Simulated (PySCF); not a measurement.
CH₅Si, doublet, at a GFN2-xTB geometry; CAMB3LYP/6-31G in PySCF.

Here is a job for PySCF.
```python
from pyscf import gto, scf, dft

mol = gto.M(
    atom='''
C     1.25953929   -0.13870737    0.00334369
Si   -0.57253761    0.06509637   -0.00259843
H     1.94386158    0.69052936   -0.02310633
H     1.73056295   -1.10560439    0.04418013
H    -1.14505061   -0.39688324    1.27089011
H    -0.90406222    1.47637530   -0.20062515
H    -1.16702079   -0.74352206   -1.07502292
''',
    basis='6-31g',
    spin=1,
    verbose=4,
)

mf = dft.UKS(mol)
mf.xc = 'camb3lyp'
mf.kernel()
```

The log (banner, timings and long lists left out):

```
PySCF version 2.14.0

[INPUT] verbose = 4
[INPUT] num. atoms = 7
[INPUT] num. electrons = 25
[INPUT] charge = 0
[INPUT] spin (= nelec alpha-beta = 2S) = 1
[INPUT] symmetry False subgroup None
[INPUT] Mole.unit = angstrom
[INPUT] Symbol           X                Y                Z      unit          X                Y                Z       unit  Magmom
[INPUT]  1 C      1.259539290000  -0.138707370000   0.003343690000 AA    2.380184301229  -0.262118940759   0.006318658345 Bohr   0.0
[INPUT]  2 Si    -0.572537610000   0.065096370000  -0.002598430000 AA   -1.081939278913   0.123014311003  -0.004910321054 Bohr   0.0
[INPUT]  3 H      1.943861580000   0.690529360000  -0.023106330000 AA    3.673366010264   1.304911371371  -0.043664635444 Bohr   0.0
[INPUT]  4 H      1.730562950000  -1.105604390000   0.044180130000 AA    3.270290016819  -2.089289499217   0.083488345848 Bohr   0.0
[INPUT]  5 H     -1.145050610000  -0.396883240000   1.270890110000 AA   -2.163832051666  -0.750000627030   2.401634242318 Bohr   0.0
[INPUT]  6 H     -0.904062220000   1.476375300000  -0.200625150000 AA   -1.708429995366   2.789944974073  -0.379126587200 Bohr   0.0
[INPUT]  7 H     -1.167020790000  -0.743522060000  -1.075022920000 AA   -2.205349674774  -1.405053060972  -2.031498896430 Bohr   0.0

nuclear repulsion = 56.297187967066
number of shells = 22
number of NR pGTOs = 88
number of NR cGTOs = 32
basis = 6-31g
ecp = {}

******** <class 'pyscf.dft.uks.UKS'> ********
method = UKS
initial guess = minao
damping factor = 0
level_shift factor = 0
DIIS = <class 'pyscf.scf.diis.CDIIS'>
diis_start_cycle = 1
diis_space = 8
diis_damp = 0
SCF conv_tol = 1e-09
SCF conv_tol_grad = None
SCF max_cycles = 50
direct_scf = True
direct_scf_tol = 1e-13
number electrons alpha = 13  beta = 12
XC library pyscf.dft.libxc version 7.1.2
    S. Lehtola, C. Steigemann, M. J. T. Oliveira, and M. A. L. Marques,  SoftwareX 7, 1–5 (2018)
XC functionals = camb3lyp
    T. Yanai, D. P. Tew, and N. C. Handy,  Chem. Phys. Lett. 393, 51 (2004)
radial grids:
    Treutler-Ahlrichs [JCP 102, 346 (1995); DOI:10.1063/1.469408] (M4) radial grids

becke partition: Becke, JCP 88, 2547 (1988); DOI:10.1063/1.454033
pruning grids: <function nwchem_prune>
grids dens level: 3
symmetrized grids: False
atomic radii adjust function: <function treutler_atomic_radii_adjust>
small_rho_cutoff = 0
Set gradient conv threshold to 3.16228e-05
tot grids = 82344
init E= -330.288972530441

cycle= 1 E= -330.431436391772  delta_E= -0.142  |g|= 0.113  |ddm|= 1.48
cycle= 2 E= -330.438592715853  delta_E= -0.00716  |g|= 0.0766  |ddm|= 0.202
cycle= 3 E= -330.442176561914  delta_E= -0.00358  |g|= 0.0141  |ddm|= 0.0884
cycle= 4 E= -330.442430593564  delta_E= -0.000254  |g|= 0.00375  |ddm|= 0.0286
cycle= 5 E= -330.442452897136  delta_E= -2.23e-05  |g|= 0.00132  |ddm|= 0.00957
cycle= 6 E= -330.442456232726  delta_E= -3.34e-06  |g|= 0.000257  |ddm|= 0.00447
cycle= 7 E= -330.442456365939  delta_E= -1.33e-07  |g|= 5.02e-05  |ddm|= 0.00089
cycle= 8 E= -330.442456371202  delta_E= -5.26e-09  |g|= 1.01e-05  |ddm|= 0.000175
cycle= 9 E= -330.442456371383  delta_E= -1.8e-10  |g|= 3.03e-06  |ddm|= 2.98e-05
Extra cycle  E= -330.442456371402  delta_E= -1.98e-11  |g|= 1.49e-06  |ddm|= 7.82e-06
converged SCF energy = -330.442456371402  <S^2> = 0.75398561  2S+1 = 2.0039816
```
